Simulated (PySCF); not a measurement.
Molecule: `COCc1cnsn1`, C₄H₆N₂OS.

Geometry (Å), atoms numbered from 1 in this order:
```xyz
14

C    -2.4135    0.0823    0.0417
O    -1.0606    0.3767   -0.1939
C    -0.1893   -0.5749    0.3627
C     1.2220   -0.1942    0.0676
C     1.6510    0.9419   -0.6563
N     2.9556    1.0213   -0.7569
S     3.6206   -0.2454    0.0052
N     2.2316   -0.9304    0.4859
H    -2.6363    0.0581    1.1157
H    -2.9875    0.8770   -0.4299
H    -2.6949   -0.8828   -0.3978
H    -0.3892   -1.5777   -0.0509
H    -0.3265   -0.6393    1.4552
H     1.0164    1.6869   -1.0953
```

Frames of a GFN2-xTB Langevin trajectory at 200 K; GIAO PBE0/pcSseg-1 shieldings in PySCF 2.14, gas phase, non-relativistic; equivalent atoms averaged within each frame.

Scale: 13C (σ = 186.93 ppm) and 1H (σ = 31.72 ppm) vs TMS; 17O (σ = 336.08 ppm) vs H2O; NH3 for 15N (σ = 267.73 ppm); 33S (σ = 503.73 ppm) vs CS2 (reference shieldings calculated alike). The references are static minima.

Question: How do the shifts (ppm) fluctuate along the trajectory?

Answer: 
```csv
time (fs),C4,C5,C3,C1,O2,N6,N8,S7,H14,H12/H13
optimised geometry,166.4,151.8,76.2,61.8,15.0,401.9,383.5,528,8.68,5.04
250,162.0,153.3,74.4,56.6,0.1,406.3,358.6,517,8.72,4.65
425,166.9,149.4,73.8,59.9,3.1,409.1,381.7,508,8.83,4.88
625,167.6,158.1,78.1,55.4,14.0,393.6,373.2,482,8.72,5.04
800,171.0,154.6,81.4,70.3,31.1,420.3,387.0,588,9.05,4.90
1000,168.2,154.3,82.2,60.9,37.1,395.3,402.0,542,8.89,5.64
mean of frames,167.1,154.0,78.0,60.6,17.1,404.9,380.5,527,8.84,5.02
standard deviation,3.3,3.1,3.9,5.9,16.5,10.9,16.1,40,0.14,0.37
```

5 frames give an uncertainty of the mean of about the standard deviation over 2.2 at best, since frames this close in time may not be independent; classical motion lacks zero-point vibration, and the reference would need the same averaging.
